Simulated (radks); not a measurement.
Problem. The mean radii <r> (bohr) of the occupied orbitals of an atom or ion are listed with their occupations. Method: Dirac Kohn-Sham, BLYP, spin-unpolarised, spherical densities, point nucleus; computed with a radial shooting solver on a logarithmic mesh with Libxc functionals.

| orbital | occ. | <r> |
|---|---|---|
| 1s1/2 | 2 | 0.06355 |
| 2s1/2 | 2 | 0.2931 |
| 2p1/2 | 2 | 0.2579 |
| 2p3/2 | 4 | 0.2608 |
| 3s1/2 | 2 | 0.8974 |
| 3p1/2 | 2 | 0.9511 |
| 3p3/2 | 4 | 0.9599 |
| 3d3/2 | 1.6 | 1.276 |
| 3d5/2 | 2.4 | 1.281 |
| 4s1/2 | 1 | 2.912 |

Name the element and its charge. Open shells, if any, are shared by 2j + 1.

Solution. Z = 24, chromium, charge +1: Cr+ in [Ar] 3d4 4s1. The 1s radius gives Z: for a bare nucleus <r> = (2 gamma + 1)/(2Z) with gamma = sqrt(1 - (Z/c)^2), 0.06186 bohr for Z = 24, and screening makes it slightly larger (0.06355 here). The occupations add up to 23, and the charge is Z minus that.
